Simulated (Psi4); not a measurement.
H8Ge3, quintet, at a GFN2-xTB geometry of the parent state (a higher spin typed on purpose: for a closed-shell molecule this is an excited state); PBE/STO-3G (Psi4 1.11).

Psi4 was given this input:
```
memory 2 GB

molecule mol {
0 5
Ge    1.900016    0.787608    0.012672
Ge    0.159059   -0.829749   -0.117822
Ge   -2.054347    0.016851    0.101477
H     3.278975    0.214864   -0.120157
H     1.803785    1.845198   -1.046877
H     1.905234    1.541601    1.309649
H     0.394271   -1.908798    0.915399
H     0.281264   -1.601503   -1.412673
H    -2.461276    0.905491   -1.036401
H    -2.241652    0.855430    1.331329
H    -3.111898   -1.042992    0.177276
}

set {
  basis sto-3g
  reference uks
}

energy('pbe')
print_variables()
```

The log (banner, timings and long lists left out):

```
   => Loading Basis Set <=

    Name: STO-3G
    Role: ORBITAL
    Keyword: BASIS

         ---------------------------------------------------------
                                   SCF
               by Justin Turney, Rob Parrish, Andy Simmonett
                          and Daniel G. A. Smith
                              UKS Reference
         ---------------------------------------------------------

  ==> Geometry <==

    Molecular point group: c1
    Full point group: C1

    Geometry (in Angstrom), charge = 0, multiplicity = 5:

       Center              X                  Y                   Z               Mass
    ------------   -----------------  -----------------  -----------------  -----------------
         GE           1.899158750124     0.792193391753     0.013337928152    73.921177761000
         GE           0.158201750124    -0.825163608247    -0.117156071848    73.921177761000
         GE          -2.055204249876     0.021436391753     0.102142928152    73.921177761000
         H            3.278117750124     0.219449391753    -0.119491071848     1.007825032230
         H            1.802927750124     1.849783391753    -1.046211071848     1.007825032230
         H            1.904376750124     1.546186391753     1.310314928152     1.007825032230
         H            0.393413750124    -1.904212608247     0.916064928152     1.007825032230
         H            0.280406750124    -1.596917608247    -1.412007071848     1.007825032230
         H           -2.462133249876     0.910076391753    -1.035735071848     1.007825032230
         H           -2.242509249876     0.860015391753     1.331994928152     1.007825032230
         H           -3.112755249876    -1.038406608247     0.177941928152     1.007825032230

  Running in c1 symmetry.

  Rotational constants: A =      0.16611  B =      0.02599  C =      0.02299 [cm^-1]
  Rotational constants: A =   4979.74650  B =    779.18583  C =    689.35975 [MHz]
  Nuclear repulsion =  757.760223418119153

  Charge       = 0
  Multiplicity = 5
  Electrons    = 104
  Nalpha       = 54
  Nbeta        = 50

  ==> Algorithm <==

  SCF Algorithm Type is DF.
  DIIS enabled.
  MOM disabled.
  Fractional occupation disabled.
  Guess Type is SAD.
  Energy threshold   = 1.00e-06
  Density threshold  = 1.00e-06
  Integral threshold = 1.00e-12

  ==> Primary Basis <==

  Basis Set: STO-3G
    Blend: STO-3G
    Number of shells: 32
    Number of basis functions: 62
    Number of Cartesian functions: 65
    Spherical Harmonics?: true
    Max angular momentum: 2

  ==> DFT Potential <==

   => LibXC <=

    Version 7.1.2
    S. Lehtola, C. Steigemann, M. J. T. Oliveira, and M. A. L. Marques,  SoftwareX 7, 1–5 (2018) (10.1016/j.softx.2017.11.002)

   => Composite Functional: PBE <=

    PBE GGA Exchange-Correlation Functional

    J.P. Perdew et. al., Phys. Rev. Lett., 77(18), 3865-3868, 1996

    Deriv               =              1
    GGA                 =           TRUE
    Meta                =          FALSE

    Exchange Hybrid     =          FALSE
    MP2 Hybrid          =          FALSE

   => Exchange Functionals <=

    1.0000     XC_GGA_X_PBE

   => Correlation Functionals <=

    1.0000     XC_GGA_C_PBE

   => LibXC Density Thresholds  <==

    XC_GGA_C_PBE:  1.00E-12
    XC_GGA_X_PBE:  1.00E-15

   => Molecular Quadrature <=

    Radial Scheme          =       TREUTLER
    Pruning Scheme         =           NONE
    Nuclear Scheme         =       TREUTLER

    Blocking Scheme        =         OCTREE
    BS radius alpha        =              1
    Pruning alpha          =              1
    Radial Points          =             75
    Spherical Points       =            302
    Total Points           =         233535
    Total Blocks           =           1777
    Max Points             =            256
    Max Functions          =             56
    Weights Tolerance      =       1.00E-15

   => Loading Basis Set <=

    Name: (STO-3G AUX)
    Role: JKFIT
[...]
   @DF-UKS iter   9: -6162.24216456651720   -1.89704e+00   3.41573e-03 ADIIS/DIIS
   @DF-UKS iter  10: -6162.07840221637161    1.63762e-01   8.26448e-03 ADIIS/DIIS
   @DF-UKS iter  11: -6162.24948819638212   -1.71086e-01   3.45430e-03 ADIIS/DIIS
   @DF-UKS iter  12: -6162.09885847550504    1.50630e-01   8.74480e-03 ADIIS/DIIS
   @DF-UKS iter  13: -6162.30346976022975   -2.04611e-01   1.54355e-03 ADIIS/DIIS
   @DF-UKS iter  14: -6162.29013223621223    1.33375e-02   2.70748e-03 ADIIS/DIIS
   @DF-UKS iter  15: -6162.30917842848612   -1.90462e-02   9.05609e-04 ADIIS/DIIS
   @DF-UKS iter  16: -6162.30600727781257    3.17115e-03   1.05167e-03 ADIIS/DIIS
   @DF-UKS iter  17: -6162.31159736562131   -5.59009e-03   5.12867e-04 ADIIS/DIIS
   @DF-UKS iter  18: -6162.31210160323189   -5.04238e-04   2.83998e-04 ADIIS/DIIS
   @DF-UKS iter  19: -6162.31234296952880   -2.41366e-04   1.42951e-04 ADIIS/DIIS
   @DF-UKS iter  20: -6162.31241235506332   -6.93855e-05   4.74356e-05 DIIS
   @DF-UKS iter  21: -6162.31241546287856   -3.10782e-06   4.39827e-05 DIIS
   @DF-UKS iter  22: -6162.31242310338712   -7.64051e-06   9.75623e-06 DIIS
   @DF-UKS iter  23: -6162.31242336482228   -2.61435e-07   2.89324e-06 DIIS
   @DF-UKS iter  24: -6162.31242340159133   -3.67691e-08   8.65574e-07 DIIS
  Energy and wave function converged.

  ==> Post-Iterations <==

   Electrons on quadrature grid:
      Nalpha   =   53.9999445696 ; deviation = -5.543e-05
      Nbeta    =   49.9999382832 ; deviation = -6.172e-05
      Ntotal   =  103.9998828528 ; deviation = -1.171e-04

   @Spin Contamination Metric:   3.010784187E-03
   @S^2 Expected:                6.000000000E+00
   @S^2 Observed:                6.003010784E+00
   @S   Expected:                2.000000000E+00
   @S   Observed:                2.000000000E+00

    Orbital Energies [Eh]
    ---------------------

    Alpha Occupied:

[...]
    Alpha Virtual:

[...]
    Beta Occupied:

[...]
    Beta Virtual:

[...]
    Final Occupation by Irrep:
              A
    DOCC [    50 ]
    SOCC [     4 ]
    NA   [    54 ]
    NB   [    50 ]

  @DF-UKS Final Energy: -6162.31242340159133

   => Energetics <=

    Nuclear Repulsion Energy =            757.7602234181191534
    One-Electron Energy =              -10138.6603907903991058
    Two-Electron Energy =                3458.8042820545465474
    DFT Exchange-Correlation Energy =    -240.2165380838588362
    Empirical Dispersion Energy =           0.0000000000000000
    VV10 Nonlocal Energy =                  0.0000000000000000
    Total Energy =                      -6162.3124234015913316

  UHF NO Occupations:
  HONO-2 :   52  A 1.0000000
  HONO-1 :   53  A 1.0000000
  HONO-0 :   54  A 1.0000000
  LUNO+0 :   55  A 0.0006416
  LUNO+1 :   56  A 0.0004978
  LUNO+2 :   57  A 0.0001292
  LUNO+3 :   58  A 0.0000975

Computation Completed

Properties will be evaluated at   0.000000,   0.000000,   0.000000 [a0]

Properties computed using the SCF density matrix

 Multipole Moments:

 ------------------------------------------------------------------------------------
     Multipole            Electronic (a.u.)      Nuclear  (a.u.)        Total (a.u.)
 ------------------------------------------------------------------------------------

 L = 1.  Multiply by 2.5417464519 to convert [e a0] to [Debye]
 Dipole X            :          0.1633579           -0.1684785           -0.0051206
 Dipole Y            :         -0.8704207            0.9011948            0.0307741
 Dipole Z            :         -0.1272338            0.1308929            0.0036591
 Magnitude           :                                                    0.0314111

 ------------------------------------------------------------------------------------

  Variable Map:
  ----------------------------------------------------------------------------
[...]
  Array Variable Map:
  ----------------------------------------------------------------------------
[...]
[...]
```
